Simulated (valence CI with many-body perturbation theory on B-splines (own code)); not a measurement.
# In26+: key properties

Level of theory: configuration interaction combined with many-body perturbation theory (CI+MBPT): five valence electrons over a frozen Dirac-Fock core [Ar], a basis of 7 s, 7 p, 8 d, 6 f, 4 g, 1 h functions for each j, with the one-electron correlation potential Σ1 (screened to all orders), the two-electron term Σ2, the three-electron term Σ3, Breit, model QED; selected single and double excitations, second order for the rest, scaled by the run's own slope (own B-spline code, finite nucleus).

No measured spectrum was set against this ion. As an estimate, large intervals hold to a few tenths of a per cent, small ones and those within an open d or f shell to about a per cent. Only levels of the ground parity were solved; by the run's estimate the other parity begins above the list, which can be wrong where configurations are misplaced.

Levels are named by their leading jj configuration (3d3/2^4 stands for four electrons in 3d with j = 3/2), which in mixed levels can hold well under half, so a name can repeat and another be missing.

Rates and lifetimes use the calculated energies. Strong lines usually hold to 10 to 20 %, long lifetimes can be off by a factor of two.

(1) What is the ground level?

(2) How well does LS coupling describe the low levels?

(3) What is the ionisation energy?

Answers

(1) (3d3/2^3 3d5/2^2) J=5/2, composition 77 % 3d5 6S + 18 % 3d5 4P + 2 % 3d5 2D, g = 1.885.

(2) Among the lowest 20 levels the leading LS term, summed over configurations, holds 54 % on average. For single configurations the figures are 54 % in LS and 70 % in jj coupling. Terms mix most in the J = 5/2 level at 10.571 eV, where the leading one holds 26 %.

(3) 1412.2 eV; NIST lists 1413 ± 4 eV (theoretical).
